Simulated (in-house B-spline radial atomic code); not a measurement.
A fraction x of an electron is removed from 5s in In II (In+), starting from [Kr] 4d10 5s2 and keeping the highest spin. Level of theory: non-relativistic PBEsol, spin-polarised, spherical fractional occupations, point nucleus; calculated with an all-electron radial atomic-structure program (B-spline basis).

| x | E(x) - E(0) (eV) | 5s down level (eV) |
| --- | --- | --- |
| 0 | 0.0000 | -14.285 |
| 0.04 | 0.5774 | -14.587 |
| 0.14 | 2.0740 | -15.346 |
| 0.34 | 5.2955 | -16.871 |
| 0.42 | 6.6697 | -17.484 |
| 0.5 | 8.0930 | -18.099 |
| 0.61 | 10.1305 | -18.947 |
| 0.71 | 12.0639 | -19.721 |
| 0.76 | 13.0597 | -20.110 |
| 0.88 | 15.5289 | -21.045 |
| 1 | 18.1097 | - |

The exact functional would give a straight line between the two integer points. Deviations E(x) - E(0) - x[E(1) - E(0)], in eV: -0.147 at x = 0.04, -0.461 at x = 0.14, -0.862 at x = 0.34, -0.936 at x = 0.42, -0.962 at x = 0.5, -0.916 at x = 0.61, -0.794 at x = 0.71, -0.704 at x = 0.76, -0.408 at x = 0.88.

The curve lies below the straight line by up to 0.962 eV (at x = 0.5): convex, the delocalisation error that favours fractional charges.

(1) How well does Slater's transition state (minus the level at half occupation) give the ionisation energy?

Answers

(1) It gives 18.099 eV against 18.110 eV from the two total energies; NIST lists 18.87 eV, ground level to ground level.
